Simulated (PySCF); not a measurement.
# Fractional electron number in Au(2+) (gold, charge +2)

The 5d beta orbital of [Xe] 4f14 5d9 is emptied in steps (occupation f), with all orbitals relaxed, ending at [Xe] 4f14 5d8. All numbers are calculated (PySCF 2.14, a scalar-relativistic core potential, in def2-TZVPPD with the def2 core potential (60 electrons) (6s5p3d2f1g, 59 functions)). The exact energy is a straight line in f; departures are measured from the line between the end points of the same method.

```json
{"f": "1", "PBE0 (eV)": "0.000", "r2SCAN (eV)": "0.000", "LC-wPBE (eV)": "0.000"}
{"f": "0.75", "PBE0 (eV)": "-0.809", "r2SCAN (eV)": "-1.077", "LC-wPBE (eV)": "-0.260"}
{"f": "0.5", "PBE0 (eV)": "-1.081", "r2SCAN (eV)": "-1.437", "LC-wPBE (eV)": "-0.348"}
{"f": "0.25", "PBE0 (eV)": "-0.812", "r2SCAN (eV)": "-1.077", "LC-wPBE (eV)": "-0.261"}
{"f": "0", "PBE0 (eV)": "0.000", "r2SCAN (eV)": "0.000", "LC-wPBE (eV)": "0.000"}
```

```json
{"method": "PBE0", "E(f=0) − E(f=1) (eV)": "32.731", "−ε at f=1 (eV)": "28.437", "−ε at f=0.5 (eV)": "32.722"}
{"method": "r2SCAN", "E(f=0) − E(f=1) (eV)": "32.547", "−ε at f=1 (eV)": "26.811", "−ε at f=0.5 (eV)": "32.547"}
{"method": "LC-wPBE", "E(f=0) − E(f=1) (eV)": "32.652", "−ε at f=1 (eV)": "31.275", "−ε at f=0.5 (eV)": "32.649"}
```

Orbital energy along the path (eV):

```csv
f,PBE0,r2SCAN,LC-wPBE
1,-28.437,-26.811,-31.275
0.75,-30.564,-29.671,-31.951
0.5,-32.722,-32.547,-32.649
0.25,-34.892,-35.422,-33.349
0,-37.069,-38.284,-34.046
```

Reference removal energy between the ground levels: 30 ± 1.6 eV (theoretical estimate listed by NIST; NIST Atomic Spectra Database, ionization energies). The calculation has no spin-orbit coupling. The determinant left behind need not be the lowest term of the ion.
